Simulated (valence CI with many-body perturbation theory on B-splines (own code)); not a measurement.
## Level structure of Tc¹¹⁺

Level of theory: configuration interaction combined with many-body perturbation theory (CI+MBPT): four valence electrons over a frozen Dirac-Fock core [Ar] 3d10, a basis of 11 s, 11 p, 9 d, 7 f, 5 g, 2 h, 1 i functions for each j, with the one-electron correlation potential Σ1, the two-electron term Σ2, the three-electron term Σ3, Breit, model QED; selected CI, second order for the rest, scaled by the run's own slope (own B-spline code, finite nucleus).

No measured levels were compared; by estimate levels hold to about 250 cm⁻¹ or 0.2 % of their energy and the worst to 1 %, as in measured heavy ions of charge 2 to 7; those with d or f electrons hold less well.

Levels 1 to 45 of 74, with energies above the lowest level, 4s2.4p2 3P_0. "Leading %" is the weight of the configuration and term that name the level; weights of strongly mixed levels are sums over their largest components and can fall short. In the jj column 3d3/2^4 stands for four electrons in 3d with j = 3/2. Lifetimes count E1, E2, E3, M1 and M2 decay at the calculated energies, and are blank where another channel may lead or the interval is too uncertain; long ones can be off by a factor of two.

```
No.  Configuration  Term  J  E (cm⁻¹)  Leading %  Lifetime      g                   Leading jj
  1        4s2.4p2    3P  0         0         87                           4s^2 4p1/2^2 (91 %)
  2        4s2.4p2    3P  1     21520         98   6.27 ms  1.500      4s^2 4p1/2 4p3/2 (98 %)
  3        4s2.4p2    3P  2     31994         64   93.4 ms  1.328      4s^2 4p1/2 4p3/2 (88 %)
  4        4s2.4p2    1D  2     63825         64   1.54 ms  1.172          4s^2 4p3/2^2 (87 %)
  5        4s2.4p2    1S  0     95555         86    396 μs                 4s^2 4p3/2^2 (90 %)
  6         4s.4p3   5S°  2    220940         92   6.23 ns  1.964      4s 4p1/2 4p3/2^2 (45 %)
  7         4s.4p3   3D°  1    272580         77    224 ps  0.652      4s 4p1/2^2 4p3/2 (54 %)
  8         4s.4p3   3D°  2    274180         75    321 ps  1.242      4s 4p1/2 4p3/2^2 (61 %)
  9         4s.4p3   3D°  3    282800         93    400 ps  1.333      4s 4p1/2 4p3/2^2 (93 %)
 10         4s.4p3   3P°  0    309790         94    140 ps             4s 4p1/2 4p3/2^2 (94 %)
 11         4s.4p3   3P°  1    312920         78    124 ps  1.381      4s 4p1/2 4p3/2^2 (70 %)
 12         4s.4p3   3P°  2    316490         57    133 ps  1.369            4s 4p3/2^3 (43 %)
 13         4s.4p3   1D°  2    349740         61   75.0 ps  1.089      4s 4p1/2 4p3/2^2 (40 %)
 14         4s.4p3   3S°  1    362420         63   16.4 ps  1.653      4s 4p1/2 4p3/2^2 (63 %)
 15         4s.4p3   1P°  1    398090         59   19.2 ps  1.312            4s 4p3/2^3 (66 %)
 16      4s2.4p.4d   3F°  2    414410         92    197 ps  0.688      4s^2 4p1/2 4d3/2 (84 %)
 17      4s2.4p.4d   3F°  3    427190         93    235 ps  1.089      4s^2 4p1/2 4d5/2 (63 %)
 18      4s2.4p.4d   3F°  4    447240         98            1.250      4s^2 4p3/2 4d5/2 (98 %)
 19      4s2.4p.4d   3P°  2    450610         40   13.3 ps  1.231      4s^2 4p1/2 4d5/2 (76 %)
 20      4s2.4p.4d   3D°  1    460600         52   9.14 ps  0.896      4s^2 4p1/2 4d3/2 (79 %)
 21      4s2.4p.4d   1D°  2    472780         39   11.6 ps  1.135      4s^2 4p3/2 4d5/2 (38 %)
 22      4s2.4p.4d   3P°  0    479110         93   12.8 ps             4s^2 4p3/2 4d3/2 (93 %)
 23      4s2.4p.4d   3P°  1    482880         57   10.4 ps  1.124      4s^2 4p3/2 4d3/2 (82 %)
 24      4s2.4p.4d   3D°  3    484900         84   8.53 ps  1.308      4s^2 4p3/2 4d5/2 (47 %)
 25      4s2.4p.4d   3D°  2    486800         55   9.75 ps  1.280      4s^2 4p3/2 4d5/2 (46 %)
 26      4s2.4p.4d   1F°  3    519680         90   7.28 ps  1.019      4s^2 4p3/2 4d5/2 (45 %)
 27      4s2.4p.4d   1P°  1    527160         85   10.8 ps  0.980      4s^2 4p3/2 4d5/2 (73 %)
 28            4p4    3P  2    554550         61   61.9 ps  1.388       4p1/2^2 4p3/2^2 (77 %)
 29            4p4    3P  0    577860         62   51.0 ps              4p1/2^2 4p3/2^2 (62 %)
 30            4p4    3P  1    581570         76   53.2 ps  1.498         4p1/2 4p3/2^3 (76 %)
 31            4p4    1D  2    588830         59   83.2 ps  1.111         4p1/2 4p3/2^3 (75 %)
 32      4s.4p2.4d    5F  1    610880         90   1.15 ns  0.092      4s 4p1/2^2 4d3/2 (54 %)
 33      4s.4p2.4d    5F  2    614680         83    852 ps  1.068  4s 4p1/2 4p3/2 4d3/2 (34 %)
 34      4s.4p2.4d    5F  3    621340         77    691 ps  1.300  4s 4p1/2 4p3/2 4d3/2 (37 %)
 35      4s.4p2.4d    5F  4    631830         83   8.85 ns  1.368  4s 4p1/2 4p3/2 4d5/2 (76 %)
 36      4s.4p2.4d    5D  0    634150         93    741 ps         4s 4p1/2 4p3/2 4d3/2 (86 %)
 37      4s.4p2.4d    5D  1    635730         90    379 ps  1.431  4s 4p1/2 4p3/2 4d3/2 (75 %)
 38      4s.4p2.4d    5D  2    637310         74    220 ps  1.398  4s 4p1/2 4p3/2 4d3/2 (59 %)
 39      4s.4p2.4d    5D  3    639730         60    175 ps  1.400  4s 4p1/2 4p3/2 4d3/2 (42 %)
 40      4s.4p2.4d    5F  5    643600         94   8.60 ns  1.389  4s 4p1/2 4p3/2 4d5/2 (56 %)
 41      4s.4p2.4d    5D  4    645600         65   3.62 ns  1.423  4s 4p1/2 4p3/2 4d5/2 (49 %)
 42            4p4    1S  0    646450         58   62.3 ps                      4p3/2^4 (54 %)
 43      4s.4p2.4d    3F  2    653940         88    277 ps  0.717  4s 4p1/2 4p3/2 4d5/2 (38 %)
 44      4s.4p2.4d    3F  3    663110         78    137 ps  1.148  4s 4p1/2 4p3/2 4d5/2 (49 %)
 45      4s.4p2.4d    5P  3    674300         82   9.95 ps  1.623  4s 4p1/2 4p3/2 4d5/2 (47 %)
```

Names give the largest LS component (configuration and term), which can be under half, so a name can repeat, a term be missing and a line seem to break the LS rules; names also repeat where a configuration has a term twice.

The ionisation energy to 4s2.4p 2P°_1/2 of the next ion comes out as 240.02 eV (NIST: 239 ± 2.5 eV (theoretical)). All 74 levels together are meant to be complete up to 761250 cm⁻¹.
